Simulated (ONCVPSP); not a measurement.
# Which change was made? (B, ONCV)

```
Element                 : B
Generator               : ONCVPSP 4.0.1
Type                    : optimised norm-conserving Vanderbilt (ONCV)
Functional              : LDA (Perdew-Zunger)
Relativity              : scalar-relativistic
Frozen core             : [He]
Valence charge          : 3
Reference configuration : 2s2 2p1
Partial waves           : 2s: rc 1.30 bohr, ncon 4, nbas 8, qcut 4.8 1/bohr, 3 projectors, debl 1.9 Ha; 2p: rc 2.10 bohr, ncon 3, nbas 6, qcut 5.5 1/bohr, 2 projectors, debl 3.7 Ha
Local potential         : polynomial inside 1.15 bohr (lpopt 1, dvloc0 2 Ha)
Core correction         : polynomial model core, fcfact 0.7
```

Cutoffs, loose and tight: the cutoffs (Ha) at which the residual kinetic energy of the hardest occupied pseudo-wave falls to 1 and 0.1 mHa per electron. They do not see the model core or the augmentation charge, which bear on the density cutoff. Test errors are all-electron minus pseudo excitation energies from the reference, over the configurations 2s2 2p0; 2s1 2p0; 2s2 2p0.5; 2s1 2p1; variants that change the core or the reference have their own tests.

The base gives: outcome: generated; cutoff, loose: 11 Ha; cutoff, tight: 49 Ha; bound ghosts: s; GHOST(+) flags above zero: s; largest test error (meV): +93.

Question: After one change the result is: outcome: generated; cutoff, loose: 11 Ha; cutoff, tight: 49 Ha; bound ghosts: s; GHOST(+) flags above zero: s; largest test error (meV): +211. Which change was it?
A. p: rc 2.94
B. p: rc 1.56
C. p: rc 2.42
D. p: rc 1.84

Answer: A. The others give: p: rc 1.84 → outcome: generated; cutoff, loose: 11 Ha; cutoff, tight: 49 Ha; bound ghosts: s; GHOST(+) flags above zero: s; largest test error (meV): +68 | p: rc 2.42 → outcome: generated; cutoff, loose: 11 Ha; cutoff, tight: 49 Ha; bound ghosts: s; GHOST(+) flags above zero: s; largest test error (meV): +127 | p: rc 1.56 → outcome: generated; cutoff, loose: 13 Ha; cutoff, tight: 49 Ha; bound ghosts: s; GHOST(+) flags above zero: s; largest test error (meV): +46.
